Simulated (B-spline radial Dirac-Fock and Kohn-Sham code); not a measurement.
3p3/2 emission of Mo⁶⁺

System: the Mo⁶⁺ ion, [Ar] 3d10 4s2 4p6, inside a Watson sphere of charge -6 and radius 3 Å (a model of the Madelung potential; inside it an electron's potential energy is raised by 28.8 eV).

Model: a relativistic independent-particle model: LDA orbitals of the hole state, radiative multipoles to third order, Auger rates from the Coulomb interaction with a continuum orbital, Dirac-Fock energies. Program: an atomic code on a B-spline grid.

```tsv
line	multipole	energy (eV)	width (meV)	share (%)
M3-M4	E1	166.0	0.0341	6.49
M3-M5	E1	169.2	0.328	62.5
M3-N1	E1	336.8	0.163	31.0
```

The listed lines hold 100.0 % of the radiative rate. The radiative width is 0.000526 eV in the length form and 0.000452 eV in the velocity form; the two differ because the transition energies are not eigenvalue differences of the potential that gave the orbitals.

Values without a named source are computed, but for edge energies of neutral atoms, which are taken from tables.
